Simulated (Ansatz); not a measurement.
Program: Ansatz. Geometries: PBE0-D4/def2-TZVP. ΔE: electronic, gas phase. CCSD(T)/CBS is the MP2 limit (def2-TZVPP, def2-QZVPP) plus CCSD(T) − MP2 in def2-TZVPP, frozen cores. For Ga outer-core shells are correlated without core-valence functions, which leaves a few kJ/mol of doubt a bond. Scalar relativity is left out up to krypton. Each species was taken in one conformer, which may not be the lowest.

Consider the redistribution: `C[O][Ga]([CH3])[NH2]` + `CO[SiH](C)Cl` → `C[O][Ga]([CH3])[Cl]` + `CO[SiH](C)N`.

`C[O][Ga]([CH3])[NH2]`:

```xyz
13

C    -1.739    1.250   -0.785
O    -0.692    0.390   -1.135
Ga    0.415   -0.317    0.086
C     1.841   -1.489   -0.531
N     0.055    0.168    1.799
H    -1.385    2.173   -0.304
H    -2.465    0.779   -0.107
H    -2.280    1.541   -1.692
H     1.445   -2.208   -1.250
H     2.301   -2.031    0.296
H     2.613   -0.904   -1.034
H     0.583   -0.140    2.596
H    -0.692    0.788    2.059
```

`CO[SiH](C)Cl`:

```xyz
12

C     0.728   -1.052    1.409
O    -0.212   -0.008    1.292
Si   -0.971    0.431   -0.082
C     0.194    0.994   -1.409
Cl   -2.032   -1.179   -0.828
H     0.290   -2.012    1.117
H     1.614   -0.866    0.792
H     1.039   -1.112    2.453
H    -1.945    1.468    0.314
H     0.872    0.191   -1.706
H     0.789    1.841   -1.059
H    -0.365    1.306   -2.294
```

`C[O][Ga]([CH3])[Cl]`:

```xyz
11

C     1.648    0.358   -0.951
O     1.317    0.703    0.370
Ga   -0.249    0.299    1.104
C    -1.697   -0.649    0.210
Cl   -0.362    0.989    3.125
H     1.879    1.262   -1.525
H     2.536   -0.283   -0.958
H     0.846   -0.177   -1.479
H    -1.379   -1.661   -0.047
H    -2.567   -0.705    0.864
H    -1.973   -0.135   -0.713
```

`CO[SiH](C)N`:

Z-matrix (Å, degrees):
```
C
O 1 1.405
H 1 1.092 2 108.6
H 1 1.097 2 111.6 3 -119.1
H 1 1.097 2 111.7 3 119.3
Si 2 1.650 1 123.3 3 -170.9
N 6 1.710 2 114.4 1 58.8
C 6 1.863 2 110.9 1 -62.1
H 6 1.482 2 102.2 1 177.2
H 7 1.006 6 123.2 2 64.0
H 7 1.005 6 122.6 2 -98.8
H 8 1.092 6 110.6 2 -51.5
H 8 1.094 6 111.5 2 68.3
H 8 1.092 6 110.8 2 -171.5
```

```
               species  CCSD(T)/CBS(def2) energy (Eh)
`C[O][Ga]([CH3])[NH2]`                    -2134.78765
        `CO[SiH](C)Cl`                     -904.45266
 `C[O][Ga]([CH3])[Cl]`                    -2538.69055
         `CO[SiH](C)N`                     -500.56049
```

(1) Work out ΔE.

Largest T1 diagnostic among the species: 0.013.

## Answers

(1) ΔE = (-2538.69055) + (-500.56049) − (-2134.78765) − (-904.45266) = -0.01073 Eh = -28.2 kJ/mol.

In def2-TZVPP, CCSD(T) changes the Hartree–Fock value by +11.7 kJ/mol (the triples alone add +1.0 kJ/mol) and MP2 by +14.3 kJ/mol.
